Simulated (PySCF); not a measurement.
PySCF 2.14 output of an unrestricted M06-2X calculation on a single atom or ion in ANO-R3 (8s5p5d3f2g1h, 98 functions), with the spin-free X2C one-electron Hamiltonian (Gaussian nucleus):

```
SCF conv_tol = 1e-09
number electrons alpha = 15  beta = 10
    Y. Zhao and D. G. Truhlar.,  Theor. Chem. Acc. 120, 215 (2008)
    Y. Zhao and D. G. Truhlar.,  Theor. Chem. Acc. 120, 215 (2008)
cycle= 1 E= -1158.58438750962  delta_E= -0.0114  |g|= 0.0274  |ddm|= 0.136
cycle= 2 E= -1158.58454968232  delta_E= -0.000162  |g|= 0.00227  |ddm|= 0.0235
cycle= 3 E= -1158.58455766517  delta_E= -7.98e-06  |g|= 0.00148  |ddm|= 0.00642
cycle= 4 E= -1158.58455833674  delta_E= -6.72e-07  |g|= 0.000525  |ddm|= 0.00119
cycle= 5 E= -1158.58455850139  delta_E= -1.65e-07  |g|= 5.03e-05  |ddm|= 0.000876
cycle= 6 E= -1158.58455850815  delta_E= -6.76e-09  |g|= 5.75e-06  |ddm|= 0.000233
cycle= 7 E= -1158.58455850818  delta_E= -3.09e-11  |g|= 1.31e-06  |ddm|= 1.33e-05
converged SCF energy = -1158.58455850818  <S^2> = 8.7518068  2S+1 = 6.0006022
```

The run itself started from symmetry-adapted Hartree-Fock orbitals and held the occupation by maximum overlap, on a logarithmic radial grid, so the iterations belong to that start.

Question: Which element, charge and spin multiplicity is this?

Answer: Mn (manganese, neutral), multiplicity 6; the state was [Ar] 3d5 4s2, high-spin 6S determinant.
